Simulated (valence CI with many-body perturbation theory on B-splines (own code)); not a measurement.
## Ga²⁴⁺: electric-dipole lines

Level of theory: configuration interaction combined with many-body perturbation theory (CI+MBPT): five valence electrons over a frozen Dirac-Fock core [He], radial functions for each j: 9 s, 9 p, 8 d, 6 f, 3 g, 1 h, with the one-electron correlation potential Σ1 (screened to all orders), the two-electron term Σ2, the three-electron term Σ3, Breit, model QED; selected single and double excitations, second order for the rest (own B-spline code, finite nucleus).

No measured levels were compared; by estimate levels of excited configurations hold to 0.05 to 0.15 % of their energy, terms of the ground configuration to about 0.5 %. Among the levels kept, up to 2000 cm⁻¹ of a level comes from second order outside the variational space, and about a tenth of that is noise between levels of different J, which matters for small intervals.

Lines 101 to 150 of 270 in falling wavelength, among levels below 110.14 Ry, chosen from the strongest by gf and those to the six lowest levels. Wavelengths and rates use the calculated energies, so an error of 900 cm⁻¹ moves a line at 97.70 Å by 0.088 % and its rate by three times that or more. Electric multipoles are in the length gauge, E1 and E2 with the static RPA response of the core. Weak lines are less certain than strong ones. Lines between different terms over intervals too small for the method are left out, as are lines whose strength nearly cancels. The highest levels of a list are the least certain.

Levels are named by their leading jj configuration (3d3/2^4 stands for four electrons in 3d with j = 3/2), which in mixed levels can hold well under half, so a name can repeat and another be missing. Letters in brackets count levels of one name in rising energy.

```
λ vac (Å)                               Upper                         Lower   A (s⁻¹)  S (a.u.) with core polarisation  S without
    97.70        (2s 2p1/2 2p3/2^3) J=3/2 [b]    (2s^2 2p1/2 2p3/2^2) J=1/2  2.66e+09                         4.89e-03   4.91e-03
    96.57     (2s 2p1/2 2p3/2^2 3s) J=5/2 [b]   (2s^2 2p1/2 2p3/2 3s) J=5/2  8.05e+09                         2.15e-02   2.15e-02
    89.40         (2s 2p1/2^2 2p3/2 3s) J=1/2       (2s^2 2p1/2^2 3s) J=1/2  3.18e+10                         2.24e-02   2.25e-02
    89.39        (2s 2p1/2 2p3/2^3) J=3/2 [c]          (2s^2 2p3/2^3) J=3/2  1.11e+10                         1.57e-02   1.58e-02
    88.95     (2s 2p1/2^2 2p3/2 3s) J=3/2 [b]       (2s^2 2p1/2^2 3s) J=1/2  2.44e+10                         3.40e-02   3.41e-02
    88.72             (2p1/2^2 2p3/2^3) J=3/2      (2s 2p1/2 2p3/2^3) J=5/2  4.97e+10                         6.86e-02   6.88e-02
    88.38        (2s 2p1/2 2p3/2^3) J=3/2 [b]    (2s^2 2p1/2 2p3/2^2) J=5/2  9.12e+08                         1.24e-03   1.25e-03
    86.85               (2p1/2 2p3/2^4) J=1/2  (2s 2p1/2 2p3/2^3) J=3/2 [c]  7.45e+10                         4.82e-02   4.83e-02
    85.92        (2s 2p1/2 2p3/2^3) J=3/2 [a]    (2s^2 2p1/2^2 2p3/2) J=3/2  3.37e+10                         4.22e-02   4.24e-02
    84.70             (2p1/2^2 2p3/2^3) J=3/2  (2s 2p1/2 2p3/2^3) J=3/2 [b]  3.36e+10                         4.02e-02   4.04e-02
    84.38            (2s 2p1/2 2p3/2^3) J=5/2    (2s^2 2p1/2 2p3/2^2) J=5/2  4.64e+10                         8.26e-02   8.29e-02
    84.10          (2s 2p1/2^2 2p3/2^2) J=1/2    (2s^2 2p1/2^2 2p3/2) J=3/2  3.54e+10                         2.08e-02   2.08e-02
    83.00        (2s 2p1/2 2p3/2^3) J=3/2 [b]    (2s^2 2p1/2 2p3/2^2) J=3/2  6.22e+10                         7.02e-02   7.04e-02
    81.75            (2s 2p1/2 2p3/2^3) J=1/2    (2s^2 2p1/2 2p3/2^2) J=1/2  5.12e+10                         2.76e-02   2.77e-02
    77.51        (2s 2p1/2 2p3/2^3) J=3/2 [c]    (2s^2 2p1/2 2p3/2^2) J=1/2  1.66e+10                         1.53e-02   1.53e-02
    74.83                  (2s 2p3/2^4) J=1/2          (2s^2 2p3/2^3) J=3/2  1.42e+11                         5.87e-02   5.89e-02
    71.53        (2s 2p1/2 2p3/2^3) J=3/2 [c]    (2s^2 2p1/2 2p3/2^2) J=5/2  1.39e+11                         1.01e-01   1.01e-01
    71.20            (2s 2p1/2 2p3/2^3) J=1/2    (2s^2 2p1/2 2p3/2^2) J=3/2  7.31e+10                         2.60e-02   2.61e-02
    70.75        (2s 2p1/2 2p3/2^3) J=3/2 [b]    (2s^2 2p1/2^2 2p3/2) J=3/2  1.09e+10                         7.61e-03   7.64e-03
    70.52               (2p1/2 2p3/2^4) J=1/2  (2s 2p1/2 2p3/2^3) J=3/2 [b]  4.66e+10                         1.61e-02   1.62e-02
    67.96        (2s 2p1/2 2p3/2^3) J=3/2 [c]    (2s^2 2p1/2 2p3/2^2) J=3/2  7.24e+09                         4.48e-03   4.50e-03
    66.33                  (2s 2p3/2^4) J=1/2    (2s^2 2p1/2 2p3/2^2) J=1/2  2.94e+09                         8.47e-04   8.50e-04
    63.40             (2p1/2^2 2p3/2^3) J=3/2    (2s 2p1/2^2 2p3/2^2) J=5/2  9.81e+09                         4.94e-03   4.95e-03
    61.99            (2s 2p1/2 2p3/2^3) J=1/2    (2s^2 2p1/2^2 2p3/2) J=3/2  7.55e+09                         1.78e-03   1.78e-03
    59.52        (2s 2p1/2 2p3/2^3) J=3/2 [c]    (2s^2 2p1/2^2 2p3/2) J=3/2  1.15e+10                         4.77e-03   4.79e-03
    59.21                  (2s 2p3/2^4) J=1/2    (2s^2 2p1/2 2p3/2^2) J=3/2  2.61e+10                         5.36e-03   5.37e-03
    9.876          (2s^2 2p1/2^2 3p3/2) J=3/2    (2s 2p1/2^2 2p3/2^2) J=5/2  4.53e+10                         8.62e-05   8.59e-05
    9.718  (2s^2 2p1/2 2p3/2 3p3/2) J=5/2 [a]    (2s 2p1/2^2 2p3/2^2) J=5/2  4.43e+10                         1.20e-04   1.20e-04
    9.688  (2s^2 2p1/2 2p3/2 3p3/2) J=3/2 [a]    (2s 2p1/2^2 2p3/2^2) J=5/2  1.13e+11                         2.04e-04   2.03e-04
    9.650  (2s^2 2p1/2 2p3/2 3p1/2) J=3/2 [b]    (2s 2p1/2^2 2p3/2^2) J=5/2  2.18e+11                         3.88e-04   3.86e-04
    9.600  (2s^2 2p1/2 2p3/2 3p3/2) J=5/2 [b]    (2s 2p1/2^2 2p3/2^2) J=5/2  6.69e+10                         1.75e-04   1.75e-04
    9.519     (2s^2 2p1/2 2p3/2 3s) J=3/2 [b]          (2s^2 2p3/2^3) J=3/2  1.89e+11                         3.21e-04   3.20e-04
    9.500     (2s 2p1/2^2 2p3/2 3s) J=3/2 [a]  (2s 2p1/2 2p3/2^3) J=3/2 [a]  1.19e+12                         2.01e-03   2.00e-03
    9.486         (2s 2p1/2^2 2p3/2 3s) J=5/2    (2s 2p1/2^2 2p3/2^2) J=5/2  2.52e+11                         6.36e-04   6.34e-04
    9.463          (2s^2 2p3/2^2 3p1/2) J=3/2    (2s 2p1/2^2 2p3/2^2) J=5/2  1.28e+11                         2.15e-04   2.14e-04
    9.445             (2s^2 2p1/2^2 3s) J=1/2    (2s^2 2p1/2 2p3/2^2) J=3/2  2.51e+11                         2.09e-04   2.08e-04
    9.437         (2s 2p1/2 2p3/2^2 3s) J=3/2  (2s 2p1/2 2p3/2^3) J=3/2 [b]  3.67e+12                         6.09e-03   6.07e-03
    9.429     (2s 2p1/2 2p3/2^2 3s) J=5/2 [b]      (2s 2p1/2 2p3/2^3) J=5/2  3.90e+12                         9.69e-03   9.66e-03
    9.420         (2s^2 2p1/2 2p3/2 3s) J=1/2    (2s^2 2p1/2 2p3/2^2) J=1/2  1.59e+12                         1.31e-03   1.30e-03
    9.369     (2s 2p1/2^2 2p3/2 3s) J=3/2 [a]    (2s 2p1/2^2 2p3/2^2) J=5/2  3.20e+12                         5.19e-03   5.17e-03
    9.366     (2s^2 2p1/2 2p3/2 3s) J=3/2 [b]    (2s^2 2p1/2 2p3/2^2) J=1/2  1.58e+12                         2.57e-03   2.56e-03
    9.355     (2s^2 2p1/2 2p3/2 3s) J=3/2 [a]    (2s^2 2p1/2 2p3/2^2) J=5/2  2.87e+11                         4.64e-04   4.62e-04
    9.330             (2s^2 2p3/2^2 3s) J=5/2          (2s^2 2p3/2^3) J=3/2  6.40e+11                         1.54e-03   1.53e-03
    9.323         (2s 2p1/2^2 2p3/2 3s) J=1/2    (2s 2p1/2^2 2p3/2^2) J=1/2  2.03e+12                         1.62e-03   1.62e-03
    9.321      (2s^2 2p3/2^2 3p3/2) J=3/2 [a]    (2s 2p1/2^2 2p3/2^2) J=5/2  4.59e+11                         7.34e-04   7.32e-04
    9.312             (2s^2 2p3/2^2 3s) J=3/2          (2s^2 2p3/2^3) J=3/2  4.83e+12                         7.69e-03   7.67e-03
    9.298         (2s^2 2p1/2 2p3/2 3s) J=5/2    (2s^2 2p1/2 2p3/2^2) J=5/2  1.20e+12                         2.87e-03   2.85e-03
    9.296     (2s 2p1/2^2 2p3/2 3s) J=3/2 [b]  (2s 2p1/2 2p3/2^3) J=3/2 [a]  2.67e+12                         4.24e-03   4.23e-03
    9.291     (2s^2 2p1/2 2p3/2 3s) J=3/2 [a]    (2s^2 2p1/2 2p3/2^2) J=3/2  7.47e+11                         1.18e-03   1.18e-03
    9.272     (2s^2 2p1/2 2p3/2 3s) J=3/2 [b]    (2s^2 2p1/2 2p3/2^2) J=5/2  3.67e+12                         5.78e-03   5.76e-03
```
